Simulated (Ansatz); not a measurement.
Compare A (`O[SiH2]C[SiH2]O`) with its isomer B (`OC[SiH2]O[SiH3]`).

Gas-phase electronic energies from Ansatz, PBE0-D4/def2-TZVP geometries. CCSD(T)/CBS adds triple-zeta CCSD(T) − MP2 to the extrapolated MP2 energy (def2 sets, frozen cores). DFT in def2-TZVPP. B3LYP here is the variant with VWN-RPA as its local correlation; programs differ in this. Each species was taken in one conformer, which may not be the lowest.

(1) Which is lower in electronic energy at CCSD(T)/CBS, and by how much? (Best estimate.)

(2) Give E(B) − E(A) in kcal/mol with PBE0-D4, B3LYP-D4, MP2/def2-TZVPP, PBE-D4, r2SCAN-D4, B2PLYP, CCSD(T)/def2-TZVPP. (An estimate is asked.)

Largest T1 diagnostic: 0.011.

## Answers

(1) The calculation gave: A, by 28.5 kcal/mol.

(2) Ansatz gave: PBE0-D4 28.5, B3LYP-D4 25.9, MP2/def2-TZVPP 30.0, PBE-D4 28.4, r2SCAN-D4 28.9, B2PLYP 26.9, CCSD(T)/def2-TZVPP 27.7. None reverses the order clearly.

In def2-TZVPP, CCSD(T) changes the Hartree–Fock value by +5.7 kcal/mol (the triples alone add +0.8 kcal/mol) and MP2 by +7.9 kcal/mol.
